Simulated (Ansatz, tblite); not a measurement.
Forces on the cluster Li2I3⁻ at its r2SCAN-D4/def2-SVPD geometry. Total charge -1; singlet.

In the def2 sets I takes a core potential; there is no spin–orbit coupling. The xTB rows come from tblite. The structure comes from a short search, and lower isomers may exist.

GFN1-xTB (tblite), largest force 0.70 eV/Å:

```xyz
5
positions Å, forces eV/Å
Li    1.180   -1.433   -1.252   -0.218    0.269    0.228
Li   -0.455    0.557    0.484   -0.266    0.306    0.277
I    -1.827    2.181    1.932    0.371   -0.437   -0.393
I    -0.688   -0.132   -2.350    0.058   -0.069   -0.052
I     1.790   -1.172    1.187    0.055   -0.069   -0.060
```

GFN2-xTB (tblite), largest force 0.70 eV/Å:

```
Li 0.340 -0.420 -0.364
Li 0.039 -0.049 -0.046
I -0.152 0.182 0.159
I -0.481 0.299 -0.396
I 0.254 -0.011 0.647
```

PBE-D4/def2-TZVPD (Ansatz), largest force 0.07 eV/Å:

```
Li -0.019 0.027 0.020
Li -0.033 0.038 0.034
I 0.040 -0.046 -0.043
I 0.044 -0.025 0.050
I -0.031 0.006 -0.061
```
